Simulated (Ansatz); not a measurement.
## Match the barriers

Saddle point of Si2H8O2, closed shell (Si₂H₆O ([OH][SiH2][SiH3]) + H₂O → SiH₄O₂ ([OH][SiH2][OH]) + SiH₄; bonds formed: Si1–O7, Si2–H6; bonds broken: Si1–Si2, H6–O7), PBE0-D4/def2-TZVP structure:

```
12
angstrom
Si -0.6490 0.3379 -0.6274
Si 0.7339 -1.3540 1.0640
H -0.6921 -0.7256 -1.6475
H -1.5333 0.1192 0.5523
O -1.2650 1.7586 -1.2535
H 1.2960 0.3596 0.0289
O 1.0204 1.0692 -0.7307
H 2.0346 -2.1007 1.0510
H 0.4740 -1.0095 2.4990
H -0.3108 -2.3663 0.7024
H -2.2003 1.8950 -1.0997
H 1.0916 2.0168 -0.5389
```

Program: Ansatz 0.2.0. Basis: def2-TZVPP, with def2-QZVPP for the basis limit. Cores are frozen in the correlated methods. Extrapolation: Hartree–Fock as exp(−7.88 √X), correlation as X^−2.97. Four methods, as single points on the PBE0-D4 structures, gave these electronic barriers from the start structure: 32.75, 36.06, 43.25, 52.93 kcal/mol.

Question: The methods were, in alphabetical order, BHLYP-D4, HF, PBE-D4, PBE0-D4. Which gave which? (Judge from chemistry; the calculation decides.)

Answer: By the calculation: PBE-D4 32.75; PBE0-D4 36.06; BHLYP-D4 43.25; HF 52.93 kcal/mol. For comparison, CCSD(T) at an estimated basis limit (MP2 extrapolated from triple and quadruple zeta, plus CCSD(T) − MP2 in triple zeta) gives 40.21 kcal/mol.

No T1 diagnostic of these runs exceeds 0.013.

Labels in which every atom is bracketed show which atoms are joined, not bond orders.

For scale, one of the runs: CCSD(T)/def2-TZVPP, 258 basis functions, launched by `ansatz run in.yaml --threads 4 --pin off --events-out ev --progress --plain --max-ram 9574MiB`. Hardware: 4 CPU threads of an Arm Neoverse V1, shared host. Wall time 2 min; peak host memory 5.7 GiB.
